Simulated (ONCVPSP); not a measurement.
**Reading a pseudo-wave (H (Z = 1))**

Columns: radius, all-electron u(r) and pseudo u(r) of the 1s shell (level -6.49 eV) of hydrogen in the configuration 1s1; PBE, non-relativistic, ONCV scheme, ONCVPSP 4.0.1.

```tsv
r (bohr)	all-electron	pseudo
0.050	0.0913	0.0763
0.100	0.1735	0.1512
0.150	0.2473	0.2232
0.200	0.3133	0.2913
0.250	0.3722	0.3547
0.300	0.4244	0.4128
0.350	0.4706	0.4652
0.400	0.5112	0.5115
0.450	0.5468	0.5517
0.500	0.5776	0.5855
0.550	0.6042	0.6134
0.600	0.6269	0.6358
0.650	0.6459	0.6534
0.700	0.6618	0.6672
0.750	0.6747	0.6780
0.800	0.6849	0.6865
0.850	0.6927	0.6933
0.900	0.6982	0.6984
0.950	0.7018	0.7018
1.000	0.7034	0.7034
1.050	0.7035	0.7035
1.100	0.7021	0.7021
1.150	0.6993	0.6993
1.200	0.6954	0.6954
1.250	0.6904	0.6904
1.300	0.6844	0.6844
```

(1) How many radial nodes do the two functions have?

(2) At about which radius was the pseudo-wave matched?

(3) Is the pseudo-wave norm-conserving?

Results:

(1) The all-electron 1s function has n − l − 1 = 0; the pseudo-wave has 0.

(2) 1.00 bohr. The columns agree to 0.0005 from 0.90 bohr on; several derivatives are matched, so the curves merge somewhat inside the radius.

(3) Yes: the ONCV scheme keeps the norm inside the radius equal to the all-electron one, which fixes the energy derivative of the logarithmic derivative at the level.
